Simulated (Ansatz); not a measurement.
`[CH3][SnH2][I]` + H₂Se → `[CH3][SnH2][SeH]` + HI at 400 K and 1 bar (ligand exchange at the Sn–I bond).

Computed with Ansatz on PBE0-D4/def2-TZVP structures; ΔE is electronic, products minus reactants. CCSD(T)/CBS adds triple-zeta CCSD(T) − MP2 to the extrapolated MP2 energy (def2 sets, frozen cores). def2 core potentials past Kr. For I, Se, Sn outer-core shells are correlated without core-valence functions, which leaves a few kJ/mol of doubt a bond. Scalar relativity is left out up to krypton. One conformer a species, not always the lowest.

```csv
species,CCSD(T)/CBS energy (Eh),H − E (kJ/mol),S (J/(mol·K))
`[CH3][SnH2][I]`,-552.56585,160.5,377.8
H₂Se,-2401.89790,49.4,229.5
`[CH3][SnH2][SeH]`,-2656.41290,182.9,391.7
HI,-298.03592,25.7,215.0
```

H − E and S are ideal-gas, rigid-rotor, harmonic terms from PBE0-D4/def2-TZVP, for one conformer and one mirror image of each species. 1 Eh = 2625.50 kJ/mol, R = 8.31446 J/(mol·K).

By hand: ΔE, ΔH, ΔS and ΔG.

ΔE = (-2656.41290) + (-298.03592) − (-552.56585) − (-2401.89790) = 0.01493 Eh = 39.2 kJ/mol. Δ(H − E) = 182.9 + 25.7 − 160.5 − 49.4 = -1.3, so ΔH = 37.9 kJ/mol. ΔS = 391.7 + 215.0 − 377.8 − 229.5 = -0.6 J/(mol·K). ΔG = 37.9 − 400 × (-0.6)/1000 = 38.1 kJ/mol.

By hand: the equilibrium constant, and the temperature at which ΔG would vanish if ΔH and ΔS stayed fixed.

log₁₀ K = −ΔG/(RT ln 10) = -5.0. ΔH and −TΔS have one sign here, so there is no such temperature. One of them is within its doubt of zero, so this could turn.

The number of gas molecules stays the same, so ΔS is small and ΔH decides. A doubt of 5 kJ/mol in ΔE shifts log₁₀ K by 0.7 here. Other conformers and mirror images would add mixing entropy, several J/(mol·K) or more a flexible species. These are equilibria of isolated gas molecules and say nothing of rates. Largest T1 diagnostic: 0.011 (customary marks: 0.02 for closed shells, 0.045 for open ones).
